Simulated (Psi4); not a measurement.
S2, triplet, geometry from GFN2-xTB; BLYP/6-31G* (Psi4 1.11).

The Psi4 input:
```
memory 2 GB

molecule mol {
0 3
  S    -0.000000   -0.000000   -0.950021
  S     0.000000    0.000000    0.950021
}

set basis 6-31g*
set reference uks
set scf_type dfdirj+link

energy('blyp')
print_variables()
```

### Question
Write the output that Psi4 gives for this input, abridged.

### Answer

```
   => Loading Basis Set <=

    Name: 6-31G*
    Role: ORBITAL
    Keyword: BASIS

         ---------------------------------------------------------
                                   SCF
               by Justin Turney, Rob Parrish, Andy Simmonett
                          and Daniel G. A. Smith
                              UKS Reference
         ---------------------------------------------------------

  ==> Geometry <==

    Molecular point group: d2h
    Full point group: D_inf_h

    Geometry (in Angstrom), charge = 0, multiplicity = 3:

       Center              X                  Y                   Z               Mass
    ------------   -----------------  -----------------  -----------------  -----------------
         S            0.000000000000     0.000000000000    -0.950021000000    31.972071174400
         S            0.000000000000     0.000000000000     0.950021000000    31.972071174400

  Running in d2h symmetry.

  Rotational constants: A = ************  B =      0.29210  C =      0.29210 [cm^-1]
  Rotational constants: A = ************  B =   8756.89257  C =   8756.89257 [MHz]
  Nuclear repulsion =   71.298090216700473

  Charge       = 0
  Multiplicity = 3
  Electrons    = 32
  Nalpha       = 17
  Nbeta        = 15

  ==> Algorithm <==

  SCF Algorithm Type is DFDIRJ+LINK.
  DIIS enabled.
  MOM disabled.
  Fractional occupation disabled.
  Guess Type is SAD.
  Energy threshold   = 1.00e-06
  Density threshold  = 1.00e-06
  Integral threshold = 1.00e-12

  ==> Primary Basis <==

  Basis Set: 6-31G*
    Blend: 6-31G*
    Number of shells: 16
    Number of basis functions: 38
    Number of Cartesian functions: 38
    Spherical Harmonics?: false
    Max angular momentum: 2

  ==> DFT Potential <==

   => LibXC <=

    Version 7.1.2
    S. Lehtola, C. Steigemann, M. J. T. Oliveira, and M. A. L. Marques,  SoftwareX 7, 1–5 (2018) (10.1016/j.softx.2017.11.002)

   => Composite Functional: BLYP <=

    BLYP GGA Exchange-Correlation Functional

    P.J. Stephens et. al., J. Phys. Chem., 98, 11623-11627, 1994
    B. Miehlich et. al., Chem. Phys. Lett., 157(3), 200-206 1989

    Deriv               =              1
    GGA                 =           TRUE
    Meta                =          FALSE

    Exchange Hybrid     =          FALSE
    MP2 Hybrid          =          FALSE

   => Exchange Functionals <=

    1.0000     XC_GGA_X_B88

   => Correlation Functionals <=

    1.0000     XC_GGA_C_LYP

   => LibXC Density Thresholds  <==

[...]
   @S^2 Observed:                2.002274247E+00
   @S   Expected:                1.000000000E+00
   @S   Observed:                1.000000000E+00

    Orbital Energies [Eh]
    ---------------------

    Alpha Occupied:

[...]
    Alpha Virtual:

[...]
    Beta Occupied:

[...]
    Beta Virtual:

[...]
    Final Occupation by Irrep:
             Ag   B1g   B2g   B3g    Au   B1u   B2u   B3u
    DOCC [     5,    0,    1,    1,    0,    4,    2,    2 ]
    SOCC [     0,    0,    1,    1,    0,    0,    0,    0 ]
    NA   [     5,    0,    2,    2,    0,    4,    2,    2 ]
    NB   [     5,    0,    1,    1,    0,    4,    2,    2 ]

  @UKS Final Energy:  -796.33453815809878

   => Energetics <=

    Nuclear Repulsion Energy =             71.2980902167004729
    One-Electron Energy =               -1241.1608517280772048
    Two-Electron Energy =                 424.8514673761924314
    DFT Exchange-Correlation Energy =     -51.3232440229145723
    Empirical Dispersion Energy =           0.0000000000000000
    VV10 Nonlocal Energy =                  0.0000000000000000
    Total Energy =                       -796.3345381580987805

  UHF NO Occupations:
  HONO-2 :    2B2u 1.9996805
  HONO-1 :    2B2g 1.0000000
  HONO-0 :    2B3g 1.0000000
  LUNO+0 :    3B3u 0.0003195
  LUNO+1 :    3B2u 0.0003195
  LUNO+2 :    5B1u 0.0002677
  LUNO+3 :    6 Ag 0.0002235

Computation Completed

Properties will be evaluated at   0.000000,   0.000000,   0.000000 [a0]

Properties computed using the SCF density matrix

 Multipole Moments:

 ------------------------------------------------------------------------------------
     Multipole            Electronic (a.u.)      Nuclear  (a.u.)        Total (a.u.)
 ------------------------------------------------------------------------------------

 L = 1.  Multiply by 2.5417464519 to convert [e a0] to [Debye]
 Dipole X            :          0.0000000            0.0000000            0.0000000
 Dipole Y            :          0.0000000            0.0000000            0.0000000
 Dipole Z            :          0.0000000            0.0000000            0.0000000
 Magnitude           :                                                    0.0000000

 ------------------------------------------------------------------------------------

  Variable Map:
  ----------------------------------------------------------------------------
[...]
  Array Variable Map:
  ----------------------------------------------------------------------------
[...]
[...]
```
